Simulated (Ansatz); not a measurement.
Consider the hydrogenolysis of the Al–F bond: `[F][Al]([Cl])[GeH3]` + H₂ → `[Cl][AlH][GeH3]` + H–F.

Calculated with Ansatz (gas phase, PBE0-D4/def2-TZVP geometries, no zero-point term in ΔE). CBS: MP2 limit from def2 TZ/QZ plus the TZ coupled-cluster correction, frozen cores. This one scheme is used for every species. Functionals use def2-TZVPP. For Ge outer-core shells are correlated without core-valence functions, which leaves a few kJ/mol of doubt a bond. Scalar relativity is left out up to krypton.

```tsv
level	ΔE (eV)
PBE-D4	1.71
r2SCANh-D4	1.81
CCSD(T)/def2-SVP	1.75
HF/def2-TZVPP	1.68
```

Task: What does CCSD(T)/CBS give? (Estimate.)

Result: The calculation gave: +1.76 eV. The listed levels differ from it by -0.05, 0.05, -0.01, -0.08 eV.

Largest T1 diagnostic among the species: 0.012.

Leaving LDA and LC-ωPBE aside and taking each functional with its dispersion term where it has one, the values, not all of them listed here, spread over 0.17 eV, from HSE06-D4 to r2SCAN-D4. From PBE to PBE0 (25 % exact exchange), in def2-TZVPP and without D4, ΔE moves by −0.04 eV.
